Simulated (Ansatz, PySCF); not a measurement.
YOF, SMILES [O]=[Y][F].

Coordinates come from a PBE0-D3(BJ)/def2-TZVP optimisation. The def2 effective core potentials stand for the cores of Y; spin–orbit coupling is left out.

Vertical ionisation energy (IE) and electron affinity (EA) in eV. Rows of orbital energies are one-electron estimates. Where ΔSCF, EOM or ADC give a negative EA the extra electron is unbound and the value depends on the basis.

```json
[
 {"level": "−ε(HOMO), −ε(LUMO), PBE0/def2-TZVPD (PySCF)", "IE": "6.76", "EA": "2.37"},
 {"level": "−ε(HOMO), −ε(LUMO), PBE/def2-TZVPD (PySCF)", "IE": "5.34", "EA": "3.00"},
 {"level": "ΔSCF, PBE0/def2-TZVPD (Ansatz), final states of multiplicity 2 and 2", "IE": "8.98", "EA": "1.17"},
 {"level": "ΔSCF, PBE/def2-TZVPD (Ansatz), final states of multiplicity 2 and 2", "IE": "9.16", "EA": "1.14"}
]
```

Task: What vertical singlet–triplet gap does ΔSCF give with PBE0/def2-TZVPD (Ansatz, a quantum-chemistry and plane-wave program) and with PBE/def2-TZVPD (Ansatz)? (The exact figures need the calculation; the answer reports its results.)

Result: 2.62 and 2.85 eV (triplet above singlet where positive).
